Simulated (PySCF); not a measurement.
Dipole polarisabilities along the 4d series, charge +1

Calculated with PySCF 2.14 for the ground configurations, without spin-orbit coupling: coupled response for Hartree-Fock and DFT. Mean α in bohr³, C₆ of like pairs in atomic units.

| species | α UHF | α PBE | α PBE0 | C₆ UHF | C₆ PBE | C₆ PBE0 |
| --- | --- | --- | --- | --- | --- | --- |
| Zr⁺ [Kr] 4d2 5s1 (aug-cc-pVTZ-PP with one added diffuse shell each of s, p, d, f, g type with ECP28MDF, ECP) | 78.63 | 56.77 | 60.64 | 718.1 | 482.9 | 521.3 |
| Nb⁺ [Kr] 4d4 (aug-cc-pVTZ-PP with one added diffuse shell each of s, p, d, f, g type with ECP28MDF, ECP) | 23.32 | 28.95 | 27.85 | 148.3 | 189.2 | 181.6 |
| Mo⁺ [Kr] 4d5 (aug-cc-pVTZ-PP with one added diffuse shell each of s, p, d, f, g type with ECP28MDF, ECP) | 18.09 | 22.56 | 20.76 | 115.4 | 147.6 | 134.7 |
| Tc⁺ [Kr] 4d5 5s1 (aug-cc-pVTZ-PP with one added diffuse shell each of s, p, d, f, g type with ECP28MDF, ECP) | 47.17 | 33.68 | 35.90 | 358.5 | 251.1 | 266.9 |
| Ru⁺ [Kr] 4d7 (aug-cc-pVTZ-PP with one added diffuse shell each of s, p, d, f, g type with ECP28MDF, ECP) | 13.48 | 16.85 | 15.60 | 84.03 | 108.0 | 99.22 |
| Rh⁺ [Kr] 4d8 (aug-cc-pVTZ-PP with one added diffuse shell each of s, p, d, f, g type with ECP28MDF, ECP) | 11.60 | 14.46 | 13.42 | 70.97 | 90.92 | 83.74 |
| Pd⁺ [Kr] 4d9 (aug-cc-pVTZ-PP with one added diffuse shell each of s, p, d, f, g type with ECP28MDF, ECP) | 10.15 | 12.62 | 11.72 | 60.58 | 77.49 | 71.41 |
| Ag⁺ [Kr] 4d10 (aug-cc-pVTZ-PP with one added diffuse shell each of s, p, d, f, g type with ECP28MDF, ECP) | 8.799 | 10.94 | 10.18 | 51.20 | 65.58 | 60.50 |
| Cd⁺ [Kr] 4d10 5s1 (aug-cc-pVTZ-PP with one added diffuse shell each of s, p, d, f, g type with ECP28MDF, ECP) | 32.35 | 22.22 | 23.80 | 193.1 | 133.9 | 141.9 |

The values depend on the diffuse functions of the basis.
